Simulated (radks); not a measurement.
Q: These are the eigenvalues of the occupied orbitals of an atom or ion with whole-number occupations (eV). Calculated with a radial shooting solver on a logarithmic mesh with Libxc functionals: scalar-relativistic Kohn-Sham, MS2 meta-GGA, spin-polarised, spherical densities, finite nucleus; meta-GGA in the generalised Kohn-Sham scheme; Fermi nuclear charge, rms radius of each element as measured or else 0.836 A^(1/3) + 0.57 fm.

| orbital | eigenvalue |
|---|---|
| 1s | -4441.922 |
| 2s | -513.4622 |
| 2p | -423.5718 |
| 3s | -88.4826 |
| 3p | -65.2469 |

Which element is it, and in what charge state? The configuration may be excited. Open shells, if any, are filled with parallel spins first.

A: Z = 21, scandium, charge +3: Sc3+ in [Ar]. The list shows which subshells hold electrons but not how many an open one holds; the 1s level, -163.24 hartree, gives Z - s = 18.1 by -(Z - s)^2/2, which with screening and relativity narrows Z to a few neighbours, and the depths of the outer levels then fix element, charge and occupations together.
